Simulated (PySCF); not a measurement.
Assigning NMR signals

Geometry:
| atom | x (Å) | y (Å) | z (Å) |
| --- | --- | --- | --- |
| N1 | -2.250 | 2.107 | -1.688 |
| C2 | -1.489 | 1.442 | -1.149 |
| C3 | -0.546 | 0.589 | -0.490 |
| C4 | -0.426 | -0.793 | -1.121 |
| O5 | 0.209 | -1.712 | -0.284 |
| N6 | 0.074 | 1.008 | 0.513 |
| Si7 | 1.287 | 0.354 | 1.555 |
| H8 | 0.197 | -0.704 | -2.018 |
| H9 | -1.424 | -1.135 | -1.433 |
| H10 | -0.348 | -1.894 | 0.480 |
| H11 | 2.256 | -0.589 | 1.006 |
| H12 | 1.951 | 1.585 | 1.976 |
| H13 | 0.507 | -0.257 | 2.636 |

- shielding tensors at PBE0/pcSseg-1 (GIAO)
- geometry: GFN2-xTB
- program: PySCF 2.14.0 with density-fitted response routines
- non-relativistic Hamiltonian, no solvent model, one computed conformer, rapidly exchanging positions averaged

δ = σ(ref) − σ, references computed at the same level: 13C (σ = 186.93 ppm), 1H (σ = 31.72 ppm) vs TMS.

Q: Assign these signals to the numbered atoms. 13C{1H} NMR (computed): δ 161.1 (C), 118.5 (C), 75.7 (CH2).

A: 
161.1 → C3, C=N carbon
118.5 → C2, nitrile carbon: this is the usual window of a C≡N carbon, which has no attached hydrogen
75.7 → C4, sp3 CH2 bonded to O: deshielded by the electronegative neighbour

Q: Assign these signals to the numbered atoms. 1H NMR (600 MHz, computed): δ 5.38 (s, 3H), 4.66 (s, 2H), 0.61 (br s, 1H).

A: 
5.38 → H11/H12/H13, hydrogen on a silicon bonded to N
4.66 → H8/H9, hydrogen on an sp3 CH2 bonded to O: its carbon carries O, which withdraws density
0.61 → H10, hydrogen on an alcohol oxygen: exchangeable; this is the value without hydrogen bonding to other molecules

OH/NH shifts are gas-phase values; hydrogen bonding in solution moves them, usually downfield. Shifts are as computed. Against solution values, carbons near 30 ppm lie about +3 ppm off and those near 130 ppm about +5 ppm. Of 1211 compounds with measured shifts, 218 miss one by over three times the rms of a fit or turn the order of signals round; such compounds aren't used in these exercises. No couplings were computed; multiplicities are counted from neighbouring protons, with m where these are inequivalent, close in shift, in a saturated or five-membered ring or joined by F or P, and br s for small geminal =CH2 splittings.
